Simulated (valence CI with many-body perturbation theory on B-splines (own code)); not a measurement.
Values are calculated unless marked as measured or tabulated.
## From CI to CI+MBPT in Lu³⁹⁺

Method: relativistic CI+MBPT: four valence electrons over a frozen Dirac-Fock core [Ar] 3d10, radial functions for each j: 11 s, 11 p, 9 d, 7 f, 5 g, 2 h, 1 i, with the one-electron correlation potential Σ1 (screened to all orders), the two-electron term Σ2, the three-electron term Σ3, Breit, model QED; selected single and double excitations, second order for the rest (own B-spline code, finite nucleus).

No measured spectrum was set against this ion. As an estimate, large intervals hold to a few tenths of a per cent, small ones and those within an open d or f shell to about a per cent.

Each rung adds one term. CI alone is the Dirac-Coulomb CI over the frozen core; QED comes last and gives the full result, which names the levels. Energies are above (4s^2 4p1/2^2) J=0 on the same rung, in cm⁻¹.

Levels are named by their leading jj configuration (3d3/2^4 stands for four electrons in 3d with j = 3/2), which in mixed levels can hold well under half, so a name can repeat and another be missing. Letters in brackets count levels of one name in rising energy.

```tsv
Level	CI alone	Σ1	Σ2	Σ3	Breit	QED	Full
(4s^2 4p1/2 4p3/2) J=1	588426	+1862	+1533	+109	-7289	+794	585435
(4s^2 4p1/2 4p3/2) J=2	621726	+1874	+1034	+41	-7594	+796	617878
(4s^2 4p3/2^2) J=2	1234770	+3737	+2350	+85	-14665	+1545	1227820
(4s^2 4p3/2^2) J=0	1306320	+3750	+1219	-76	-14299	+1530	1298450
(4s 4p1/2^2 4p3/2) J=2	1304340	+1086	+2521	+275	-1256	-7544	1299420
(4s 4p1/2^2 4p3/2) J=1	1419960	+1096	-1862	+133	-1324	-7365	1410640
(4s^2 4p1/2 4d3/2) J=2	1744450	+247	+857	+322	-10235	-891	1734750
(4s 4p1/2 4p3/2^2) J=2 [a]	1834640	+2485	+5092	+441	-9253	-5397	1828010
(4s^2 4p1/2 4d3/2) J=1	1886980	+457	-7016	+2	-9560	-1416	1869450
(4s 4p1/2 4p3/2^2) J=3	1892510	+2155	+2880	+341	-10838	-4091	1882950
(4s^2 4p1/2 4d5/2) J=2	1991530	+1474	-4118	+96	-11658	-2162	1975160
(4s 4p1/2 4p3/2^2) J=0	1986930	+2904	+2297	+158	-8093	-6628	1977570
(4s^2 4p1/2 4d5/2) J=3	2002500	+1714	-2314	+102	-11682	-2927	1987390
(4s 4p1/2 4p3/2^2) J=1 [a]	2042300	+2884	-626	+113	-8605	-6467	2029600
(4s 4p1/2 4p3/2^2) J=2 [b]	2070880	+2700	-3927	+90	-9108	-6000	2054630
(4s 4p1/2 4p3/2^2) J=1 [b]	2082410	+2848	-5686	+41	-8196	-6612	2064800
(4s^2 4p3/2 4d3/2) J=2	2462690	+2189	-5319	+115	-16846	-534	2442300
(4s^2 4p3/2 4d3/2) J=1	2468540	+2251	-4234	+145	-16912	-525	2449270
(4s^2 4p3/2 4d3/2) J=0	2477630	+2124	-4509	+122	-16745	-211	2458420
(4s 4p1/2^2 4d3/2) J=1	2471000	-574	+1176	+443	-3595	-9134	2459310
(4s^2 4p3/2 4d3/2) J=3	2481990	+2108	-4487	+68	-17743	-51	2461890
(4s^2 4p3/2 4d5/2) J=2	2492400	+3526	+3631	+389	-18643	-1944	2479360
(4s 4p1/2^2 4d3/2) J=2	2494100	-489	+997	+393	-3911	-9220	2481870
(4s^2 4p3/2 4d5/2) J=4	2514720	+2775	+1459	+334	-20704	+409	2499000
(4s 4p1/2^2 4d5/2) J=3	2651970	+199	-1138	+428	-7193	-8703	2635560
(4s^2 4p3/2 4d5/2) J=1	2659820	+3244	-3645	-65	-18989	-1004	2639360
(4s^2 4p3/2 4d5/2) J=3	2666090	+2750	-7285	-103	-20202	+257	2641510
(4s 4p1/2^2 4d5/2) J=2	2681660	+784	-805	+339	-5448	-10587	2665940
(4s 4p3/2^3) J=2	2689120	+3996	-5053	-38	-17017	-3728	2667280
(4s 4p3/2^3) J=1	2777590	+4264	-7993	-180	-16267	-4532	2752880
(4p1/2^2 4p3/2^2) J=2	2819340	+1406	-5070	+122	-4012	-12558	2799230
```

The middle columns are the shifts that each term adds.

(1) How does the ionisation energy move along the ladder, and which term matters most?

Results:

(1) CI alone 1877.4, + Σ1 1879.2, + Σ2 1879.4, + Σ3 1879.3, + Breit 1877.0, + QED 1877.1 eV. The largest step is Breit, -2.2 eV. NIST lists 1875 ± 4 eV (theoretical).
